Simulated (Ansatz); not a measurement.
The first iterations of a band of F3H3NOTa + H2 (11 atoms, charge 0, multiplicity 1).

Level of theory: Ansatz 0.2.0, RKS PBE/def2-SVP.

- movable images: 3
- climbing image: no
- spring: 5.0 eV/Å²
- optimiser: quadratic models (default)
- start path: through a guess of the saddle point
- force threshold: 0.03 eV/Å
- iteration limit: 60
- end points: relaxed

First end point:

```xyz
11
Properties=species:S:1:pos:R:3
Ta 0.153 0.453 0.105
O 1.999 0.751 -0.199
H 2.821 0.864 0.306
N -0.434 0.337 1.992
H -0.531 -0.548 2.499
H -0.806 1.131 2.524
F -0.966 0.279 -1.421
F -0.342 2.289 0.276
F 0.265 -1.454 0.246
H 1.450 -3.500 0.845
H 1.872 -4.095 1.091
```

Last end point:

```xyz
11
Properties=species:S:1:pos:R:3
Ta 0.274 -0.281 0.750
O 2.133 -0.958 -0.483
H 2.311 -0.367 -1.242
N -1.145 0.166 2.046
H -2.033 -0.341 2.133
H -1.105 0.947 2.710
F 0.227 0.564 -0.994
F 1.316 1.139 1.487
F -0.758 -1.771 0.183
H 1.286 -1.415 1.716
H 2.975 -1.176 -0.043
```

| iteration | highest image above the first end (eV) | largest band force component (eV/Å) |
| --- | --- | --- |
| 1 | 129.725 | 980.319 |
| 2 | 25.656 | 153.691 |
| 3 | 16.228 | 107.247 |
| 4 | 6.466 | 34.840 |
| 5 | 3.160 | 14.207 |
| 6 | 2.886 | 7.382 |
| 7 | 1.801 | 5.419 |

Question: Does the band converge within its limit, and where does its top end?

Answer: The run converged. It ended after 23 iterations with the highest image 0.838 eV above the first end. No image climbed, so the highest image needn't sit at the top of the path. So few images can step over the top or miss a turn of the path. The orbitals stay closed-shell, which can raise the energy where a bond breaks towards radicals; this wasn't checked here.

Time of the run: 59 s on 4 threads of Intel(R) Xeon(R) 6975P-C (Granite Rapids), with other jobs on the host, peak memory 0.2 GiB.
